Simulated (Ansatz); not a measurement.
The cluster GeTe2⁻ (the lowest doublet isomer of a short search), 3 atoms. Hardware: 4 threads of Arm Neoverse N1 on a shared host.

In the def2 sets Te takes a core potential; there is no spin–orbit coupling. Correlated methods freeze 17 core orbitals; core or outer-core shells of Ge, Te are correlated, in sets that lack core-valence functions.

Task: How many basis functions does each of these Ansatz runs have, and roughly what does it cost? r2SCAN-D4/def2-TZVPD, charge -1 quartet, energy, from earlier orbitals; r2SCANh-D4/def2-TZVPD, charge -1 doublet, energy, from earlier orbitals; MP2/def2-TZVPD, charge -1 doublet, energy, from earlier orbitals; PBE0-D4/def2-SVPD, charge -1 doublet, energy, from earlier orbitals; PBE0-D4/def2-TZVPD, charge 0 singlet at the geometry of the charge -1 doublet, energy, from earlier orbitals; CCSD(T)/def2-SVPD, charge -1 doublet, energy, from earlier orbitals; RPA@PBE/def2-TZVPD, charge -1 quartet, energy, from earlier orbitals; PBE0-D4/def2-SVP, charge -1 quartet, energy with a search over starts; MP2/def2-TZVPD, charge -1 quartet, energy, from earlier orbitals; HF/STO-3G, charge -1 doublet, energy; LC-ωPBE/def2-TZVPD, charge -1 doublet, energy, from earlier orbitals; r2SCAN-D4/def2-TZVPD, charge 0 singlet at the geometry of the charge -1 doublet, energy, from earlier orbitals.

Result: Other jobs shared the machine, so times can vary by a factor of up to 3. A dash marks memory too small to be measured apart from the calling script's.

```csv
run,functions,fitting or Cholesky vectors,wall time,peak host memory (GiB)
"HF/STO-3G, charge -1 doublet, energy",72,739,2 s,–
"PBE0-D4/def2-TZVPD, charge 0 singlet at the geometry of the charge -1 doublet, energy, from earlier orbitals",172,1380,4.8 s,–
"PBE0-D4/def2-SVPD, charge -1 doublet, energy, from earlier orbitals",108,1254,4.8 s,–
"r2SCAN-D4/def2-TZVPD, charge 0 singlet at the geometry of the charge -1 doublet, energy, from earlier orbitals",172,1271,5.5 s,–
"MP2/def2-TZVPD, charge -1 doublet, energy, from earlier orbitals",172,1418,8 s,0.58
"LC-ωPBE/def2-TZVPD, charge -1 doublet, energy, from earlier orbitals",172,1271,8.5 s,–
"MP2/def2-TZVPD, charge -1 quartet, energy, from earlier orbitals",172,1414,10 s,0.58
"PBE0-D4/def2-SVP, charge -1 quartet, energy with a search over starts",84,982,11 s,–
"RPA@PBE/def2-TZVPD, charge -1 quartet, energy, from earlier orbitals",172,1414,12 s,–
"r2SCAN-D4/def2-TZVPD, charge -1 quartet, energy, from earlier orbitals",172,1271,13 s,–
"r2SCANh-D4/def2-TZVPD, charge -1 doublet, energy, from earlier orbitals",172,1304,15 s,0.73
"CCSD(T)/def2-SVPD, charge -1 doublet, energy, from earlier orbitals",108,1254,25 s,1.2
```
